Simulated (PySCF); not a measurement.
C₂H₄Cl₂OSi.

```xyz
10

C     -2.7961    -0.2941     0.0000
C     -1.5785    -0.8593     0.0000
Si    -0.0389     0.1507     0.0000
O     -0.4812     1.7408     0.0000
Cl     1.1336    -0.2785    -1.6524
Cl     1.1336    -0.2785     1.6524
H     -2.9217     0.7931     0.0000
H     -3.7118    -0.8951     0.0000
H     -1.4879    -1.9522     0.0000
H      0.2216     2.4058     0.0000
```

Geometry optimised at TPSSh-D3(BJ)/def2-SVP. Other conformers were not sampled.

The numbers are results of PBE/pcSseg-1 run with PySCF, not measurements. Non-relativistic, no solvent.

Question: Give the absolute GIAO shielding of each atom: isotropic value and principal components (ppm). (Estimate from the structure and the level; the computed values follow.)

Answer: 
```tsv
atom	σ(iso)	σ11	σ22	σ33	span
C1	34.6	-85.1	25.6	163.3	248.4
C2	42.6	-66.8	40.5	154.0	220.8
Si3	339.7	319.6	337.7	361.9	42.3
O4	238.4	193.2	258.3	263.6	70.3
Cl5	791.2	660.8	742.1	970.8	310.0
Cl6	791.2	660.8	742.1	970.8	310.0
H7	24.7	20.8	23.1	30.1	9.3
H8	24.8	22.0	24.3	28.1	6.1
H9	25.2	23.0	24.6	28.1	5.1
H10	28.6	22.2	24.1	39.6	17.4
```
